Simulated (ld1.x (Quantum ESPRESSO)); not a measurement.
# Varying the TM potential for Zr (Z = 40)

Base potential:

zirconium, norm-conserving Troullier–Martins (Kleinman–Bylander form), made with ld1.x (Quantum ESPRESSO) 7.5 (PBE, scalar-relativistic). Core [Kr], reference 4d2 5s1 5p0 (charge +1). Waves: 5s (bound): rc 3.25 bohr; 4d (bound): rc 2.90 bohr; 5p (bound, empty): rc 3.05 bohr. Local part: the p channel. Core correction: none.

All-electron outer shells of the reference configuration (PBE, scalar-relativistic, ld1.x):

```tsv
shell	level (eV)	outermost node (bohr)	outermost maximum (bohr)
4s	-61.18	0.55	1.08
4p	-39.14	0.56	1.17
4d	-9.98	0.58	1.59
5s	-9.94	1.46	3.00
5p	-6.26	1.68	3.71
```

Cutoffs, loose and tight: the cutoffs (Ry, on a coarse ladder) from which the occupation-weighted sum of valence levels, in a spherical-Bessel basis at the reference potential, stays within 10 and 1 mRy of its value at 400 Ry. They do not see the model core or the augmentation charge, which bear on the density cutoff. Test errors are all-electron minus pseudo excitation energies from the reference, over the configurations 4d2 5s2 5p0; 4d2 5s0 5p0; 4d1 5s0 5p0; 4d2 5s0 5p2; 4d1 5s2 5p1; 4d2 5s1 5p1; 4d2 5s0 5p1. A dash means not determined; rows that change the core or the reference have their own tests. The largest error is taken over the tests solved by every variant that gives reliable tests at all: 4d1 5s0 5p0; 4d1 5s2 5p1; 4d2 5s0 5p0; 4d2 5s0 5p1; 4d2 5s0 5p2; 4d2 5s2 5p0.

A true bound ghost makes a file unfit for plane-wave use even where its test errors are small: the radial tests pick states by their node count and pass the ghost by. Where a test does run into it, the solver fails or the error is huge.

On the changes marked as counting shells twice: ld1.x takes every shell without a wave as core, so the model core holds the marked electrons as well and exchange and correlation see them twice. This cancels in the reference configuration, but the file is broken for other ones, and its errors say nothing about a proper core correction.

```csv
change,outcome,"cutoff, loose","cutoff, tight",bound ghosts,largest test error (meV)
base,generated,21 Ry,25 Ry,s,+297
"type PAW; waves now 5s (bound): rcut 2.85, rcutus 3.25 bohr; 5s channel at 1.2 Ry: rcut 2.85, rcutus 3.25 bohr; 5p (bound): rcut 2.65, rcutus 3.05 bohr; 5p channel at 0.4 Ry: rcut 2.65, rcutus 3.05 bohr; 4d (bound): rcut 2.50, rcutus 2.90 bohr; 4d channel at -0.15 Ry: rcut 2.50, rcutus 2.90 bohr; local potential all-electron potential smoothed inside 2.40 bohr (lloc = -1); core correction a·sin(br)/r model core, default radius (ld1.x builds one for every PAW set, though the input has nlcc=.false.); augmentation PSQ, inside the norm-conserving radii",generated,10 Ry,12 Ry,p,test run stopped at test 1 of 7 (negative rho)
wave 4d (bound): rc 2.90 bohr becomes 4d (bound): rc 4.10 bohr,generated,15 Ry,18 Ry,s,+476
reference 4d2 5s2 5p0,generated,21 Ry,25 Ry,s,+283
wave 5s (bound): rc 3.25 bohr becomes 5s (bound): rc 3.30 bohr,generated,21 Ry,25 Ry,s,+297
"core [Ar] 3d10, valence charge 12; reference 4s2 4p6 4d2 5s1 5p0; waves now 4s (bound): rc 1.25 bohr; 4d (bound): rc 2.15 bohr; 4p (bound): rc 2.10 bohr; core correction Bessel-smoothed model core inside 0.85 bohr (5s counted twice)",generated,80 Ry,140 Ry,none,-669
core correction a·sin(br)/r model core inside 1.54 bohr,generated,21 Ry,25 Ry,s,-289
reference 4d1 5s0 5p0,generated,21 Ry,25 Ry,none,+1209
core correction a·sin(br)/r model core inside 1.64 bohr,generated,21 Ry,25 Ry,s,-288
functional LDA (PZ),generated,21 Ry,25 Ry,s,+222
```

(1) What comes out with this change to the base: local potential the d channel?

(2) What comes out with this change to the base: wave 5p (bound): rc 3.05 bohr becomes 5p (bound): rc 4.12 bohr?

(3) What comes out with this change to the base: all radii scaled by about 1.10 (s 3.56, p 3.34, d 3.18 bohr)?

Answers

(1) outcome: generated; cutoff, loose: 21 Ry; cutoff, tight: 25 Ry; bound ghosts: s, p; largest test error (meV): +362.

(2) outcome: generated; cutoff, loose: 21 Ry; cutoff, tight: 25 Ry; bound ghosts: none; largest test error (meV): +295.

(3) outcome: generated; cutoff, loose: 18 Ry; cutoff, tight: 21 Ry; bound ghosts: none; largest test error (meV): +303.
